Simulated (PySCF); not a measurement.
BH5N, SMILES [NH3+]B, charge +1. Atoms are numbered in the order given.

```xyz
7

B      0.9218    -0.0087     0.0000
N     -0.6333    -0.0076     0.0000
H      1.4314     0.0060     1.0659
H      1.4314     0.0060    -1.0659
H     -0.9596     0.9693     0.0000
H     -1.0394    -0.4422     0.8337
H     -1.0394    -0.4422    -0.8337
```
Charge +1, spin multiplicity 1.

Coordinates come from a ωB97X-D3(BJ)/def2-TZVP optimisation. The isomer is the one that the SMILES or the coordinates give; other isomers of the formula were not compared.

Computed with ωB97X-D3(BJ)/def2-TZVP (PySCF).

Harmonic, unscaled wavenumbers; measured fundamentals usually lie a few per cent lower.

Computed vibrational spectrum:
```json
[
 {"mode": "1", "ν (cm⁻¹)": "39", "IR (km/mol)": "2.1", "moving atoms (share of kinetic energy)": "H 100 %"},
 {"mode": "2", "ν (cm⁻¹)": "734", "IR (km/mol)": "2.1", "moving atoms (share of kinetic energy)": "H 87 %, N 10 %"},
 {"mode": "3", "ν (cm⁻¹)": "758", "IR (km/mol)": "1.8", "moving atoms (share of kinetic energy)": "H 96 %"},
 {"mode": "4", "ν (cm⁻¹)": "895", "IR (km/mol)": "32.1", "moving atoms (share of kinetic energy)": "B 45 %, N 32 %, H 23 %"},
 {"mode": "5", "ν (cm⁻¹)": "1107", "IR (km/mol)": "80.3", "moving atoms (share of kinetic energy)": "H 67 %, B 26 %"},
 {"mode": "6", "ν (cm⁻¹)": "1119", "IR (km/mol)": "53.0", "moving atoms (share of kinetic energy)": "H 70 %, N 16 %, B 14 %"},
 {"mode": "7", "ν (cm⁻¹)": "1236", "IR (km/mol)": "36.7", "moving atoms (share of kinetic energy)": "H 88 %, B 12 %"},
 {"mode": "8", "ν (cm⁻¹)": "1469", "IR (km/mol)": "197.5", "moving atoms (share of kinetic energy)": "H 83 %, N 17 %"},
 {"mode": "9", "ν (cm⁻¹)": "1631", "IR (km/mol)": "41.8", "moving atoms (share of kinetic energy)": "H 97 %"},
 {"mode": "10", "ν (cm⁻¹)": "1650", "IR (km/mol)": "48.5", "moving atoms (share of kinetic energy)": "H 95 %"},
 {"mode": "11", "ν (cm⁻¹)": "2694", "IR (km/mol)": "12.0", "moving atoms (share of kinetic energy)": "H 96 %"},
 {"mode": "12", "ν (cm⁻¹)": "2843", "IR (km/mol)": "23.6", "moving atoms (share of kinetic energy)": "H 86 %, B 14 %"},
 {"mode": "13", "ν (cm⁻¹)": "3392", "IR (km/mol)": "100.5", "moving atoms (share of kinetic energy)": "H 97 %"},
 {"mode": "14", "ν (cm⁻¹)": "3464", "IR (km/mol)": "127.0", "moving atoms (share of kinetic energy)": "H 93 %"},
 {"mode": "15", "ν (cm⁻¹)": "3504", "IR (km/mol)": "137.4", "moving atoms (share of kinetic energy)": "H 92 %, N 8 %"}
]
```
